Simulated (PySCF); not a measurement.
# What a mistake does to a calculation on BH2NOSi

These are calculations, not measurements. They come from PySCF 2.14.0, an open-source quantum chemistry program, on an isolated molecule that a program drew, which may never have been made. The molecule is BH2NOSi (charge 0, singlet), drawn as the SMILES string `O=BN[SiH]`.

Each row is a Hartree-Fock (HF) and frozen-core CCSD(T) single point in the cc-pV(D+d)Z basis, meant for a local HF minimum. Run 1 is clean. Each other run has one planted mistake out of seven kinds, and not every kind appears here: one electron removed, one electron added, multiplicity raised by two, geometry at a saddle point, minimal basis STO-3G, one bond length entered in bohr, all coordinates scaled. The reference is restricted for singlets and unrestricted otherwise, and also for a bond in bohr. Adding or removing an electron swaps singlet and doublet. Electrons count all cores. HOMO and LUMO are orbital energies over both spins, the gradient is its largest component, and the lowest frequency (negative if imaginary) is given only where the gradient is small. Bond lengths are over the 5 bonds as drawn. T1 is the CCSD diagnostic: over 0.02 (restricted) or 0.045 (unrestricted) a single reference is doubtful.

Geometry of the clean run:
```xyz
6
BH2NOSi, angstrom
O    -1.8351    1.4930   -3.3090
B    -1.9912    0.8491   -2.3156
N    -2.1768    0.1016   -1.1476
Si   -1.8649   -1.6013   -0.9059
H    -2.5322    0.6240   -0.3657
H    -1.3814   -1.8439   -2.3187
```

| run | electrons | basis functions | <S^2> | HOMO (eV) | LUMO (eV) | gradient (hartree/bohr) | lowest frequency (cm^-1) | mean bond (Å) | longest bond (Å) | T1 | HF (hartree) | CCSD(T) (hartree) | mistake |
|---|---|---|---|---|---|---|---|---|---|---|---|---|---|
| 1 | 36 | 75 | 0.000 | -9.69 | 0.71 | 2.6e-05 | 175 | 1.3719 | 1.748 | 0.0192 | -444.17182 | -444.71933 | no fault |
| 2 | 36 | 26 | 0.000 | -6.77 | 6.11 | 2.7e-02 | - | 1.3719 | 1.748 | 0.0237 | -438.77383 | -439.00499 | minimal basis STO-3G |
| 3 | 37 | 75 | 0.773 | -0.70 | 8.28 | 6.9e-02 | - | 1.3719 | 1.748 | 0.0182 | -444.17090 | -444.71996 | one electron added |
| 4 | 36 | 75 | 0.884 | -8.27 | 0.49 | 6.9e-03 | - | 1.6411 | 2.859 | 0.0435 | -444.08315 | -444.61612 | one bond length entered in bohr |
| 5 | 36 | 75 | 0.000 | -10.09 | 0.24 | 1.3e-01 | - | 1.5022 | 1.914 | 0.0250 | -444.11780 | -444.68820 | ? |
| 6 | 36 | 75 | 2.005 | -7.99 | -0.41 | 3.5e-02 | - | 1.3719 | 1.748 | 0.0200 | -444.11698 | -444.63845 | ? |

**Which mistake was planted in run 5, and what did it cost?**

The mean and the longest bond both change by the same factor, 1.095, and the gradient is no longer small. So the mistake is: all coordinates scaled. Subtracting run 1 and multiplying by 627.51 kcal/mol a hartree, the energy moved by 33.9 kcal/mol in HF and 19.5 kcal/mol in CCSD(T).

**Which mistake was planted in run 6, and what did it cost?**

Electrons, basis and geometry are unchanged, and <S^2> is 2.005, beside S(S+1) = 2.00 for a multiplicity of 3. So the mistake is: multiplicity raised by two. Subtracting run 1 and multiplying by 627.51 kcal/mol a hartree, the energy moved by 34.4 kcal/mol in HF and 50.8 kcal/mol in CCSD(T).

Cautions from the logs. Run 2: T1 is over the limit, so its CCSD(T) energy is less reliable; run 5: T1 is over the limit, so its CCSD(T) energy is less reliable.
